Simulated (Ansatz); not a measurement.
`I[CH]I` radical. Charge 0, multiplicity 2. I: def2 effective core potential.

```xyz
4

I     0.342    1.440    1.259
C    -0.110    0.082   -0.191
I     0.823   -1.721   -0.367
H    -1.056    0.200   -0.701
```

(1) List the harmonic frequencies (cm⁻¹, unscaled) at PBE0-D4/def2-TZVP in Ansatz. (Best estimate.)

(2) Is this a minimum?

(3) Give the ideal-gas thermochemistry at 298.15 K and 1 bar (rigid rotor, harmonic oscillator; point group Cs, symmetry number 1).

(4) And at 400, 500, 600, 800 and 1000 K?

## Answers

(1) Ansatz gave: 129, 226, 522, 735, 1122, 3233.

(2) Yes, all 6 modes are real.

(3) Zero-point energy 35.7 kJ/mol; H(298) − E = 49.6 kJ/mol; entropy 324.1 J/(mol·K), of which translation 178.5, rotation 115.5, vibration 24.3, electronic 5.8; G(298) − E = -47.0 kJ/mol.

(4) 
```
T (K)  H − E (kJ/mol)  S (J/mol/K)  G − E (kJ/mol)
  400            55.8        341.9           -80.9
  500            62.3        356.2          -115.9
  600            69.0        368.5          -152.1
  800            83.0        388.6          -227.9
 1000            97.5        404.8          -307.3
```
